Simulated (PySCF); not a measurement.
C6H7BS, SMILES Bc1ccc(C=C)s1, singlet (GFN2-xTB optimised geometry):

```
15

B     -1.412    -2.900     0.000
C     -0.459    -1.718     0.000
C      0.924    -1.718     0.000
C      1.506    -0.451     0.000
C      0.579     0.571     0.000
C      0.861     1.981     0.000
C     -0.059     2.942     0.000
S     -1.029    -0.065     0.000
H     -0.970    -3.983    -0.001
H     -2.568    -2.724     0.001
H      1.491    -2.632     0.000
H      2.568    -0.273     0.000
H      1.914     2.232     0.000
H     -1.112     2.710     0.001
H      0.210     3.983     0.000
```

Level of theory: PBE0/def2-TZVP run with PySCF.

### Question
What are the frontier orbital energies and the dipole moment?

### Answer
HOMO-2 -9.06 eV, HOMO-1 -7.54 eV, HOMO -6.72 eV, LUMO -2.35 eV, LUMO+1 -0.47 eV; dipole moment 2.39 D.

Meta-Löwdin charges at PBE0/def2-TZVP: B1 -0.09, C2 -0.20, C3 -0.09, C4 -0.16, C5 -0.09, C6 -0.11, C7 -0.25, S8 0.29, H9 0.02, H10 0.02, H11 0.14, H12 0.13, H13 0.13, H14 0.13, H15 0.13.
